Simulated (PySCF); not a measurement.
Run record: geometry optimisation, `[Se]([SiH2]Cl)C`.

Method: PBE0-D3(BJ)/def2-SVP geometry optimisation, gas phase (PySCF 2.14.0). Start geometry: GFN2-xTB. The input is one job of a driver script: a line of settings, then coordinates in Å.

Input:
```
{"job": {"xc": "PBE0", "basis": "def2-SVP", "d3": "d3bj", "grid": 1, "maxiter": 30, "shake": 0.01, "kind": "geom"}, "charge": 0, "multiplicity": 1}
C     -1.626180    -0.038390    -0.136340
Se    -0.184490     0.857920    -1.103650
Si     1.490440    -0.007360     0.137390
Cl     3.268840     0.709440    -0.583690
H     -1.533810    -1.097020    -0.222830
H     -1.640590     0.308740     0.895940
H     -2.564760     0.292690    -0.614360
H      1.505420    -1.456310     0.037210
H      1.342940     0.413130     1.556610
```

Output:
```
step   0  E = -3191.26604274  max force = 0.025159
step   1  E = -3191.26767879  max force = 0.006107
step   2  E = -3191.26775834  max force = 0.000958
step   3  E = -3191.26776335  max force = 0.000410
optimisation converged
```

Energies in Eh; «max force» is the largest Cartesian gradient component in Eh/bohr.

**Question.** Give the first gradient maximum in eV/Å.

**Answer.** With 1 Eh/bohr = 51.422 eV/Å, 1.294 eV/Å.

**Question.** How much energy does the optimisation release, in kcal/mol?

**Answer.** E(step 0) − E(last step) = 0.001721 Eh, which is 1.1 kcal/mol.

Summary of the converged run: final energy -3191.26776 Eh after 3 steps; dipole 2.56 D.

**Question.** Give the final coordinates.

**Answer.** 0.024 Å rms from the input after alignment:
```
atom  x, y, z in Å
C1    -1.4260    0.1022   -0.1851
Se2    0.0582    0.9705   -1.1248
Si3    1.6739    0.0723    0.1860
Cl4    3.4862    0.7973   -0.4878
H5    -1.3568   -0.9899   -0.2665
H6    -1.4561    0.4081    0.8691
H7    -2.3440    0.4412   -0.6825
H8     1.6895   -1.4156    0.0916
H9     1.4971    0.4670    1.6137
```

Time: 15 s wall; peak memory 0.44 GiB. Hardware: one thread of an Intel Xeon Platinum 8488C, no GPU, shared host with 96 logical CPUs at a one-minute load of 5.4.
Labels such as C1 count atoms from 1, the log's own numbers from 0.
